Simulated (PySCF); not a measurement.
Dipole polarisabilities along group 15, charge +1

Calculated with PySCF 2.14 for the ground configurations, without spin-orbit coupling: coupled response for Hartree-Fock and DFT. Mean α in bohr³, C₆ of like pairs in atomic units.

```
                                                    species  α UHF  α PBE  C₆ UHF  C₆ PBE
           N⁺ [He] 2s2 2p2 (aug-cc-pCVQZ-DK, spin-free X2C)  3.922  3.912   8.212   8.475
          P⁺ [Ne] 3s2 3p2 (aug-cc-pwCVQZ, non-relativistic)  14.47  14.45   74.96   74.57
As⁺ [Ar] 3d10 4s2 4p2 (aug-cc-pwCVQZ-PP with ECP10MDF, ECP)  16.89  16.99   104.1   104.0
```

The values depend on the diffuse functions of the basis.
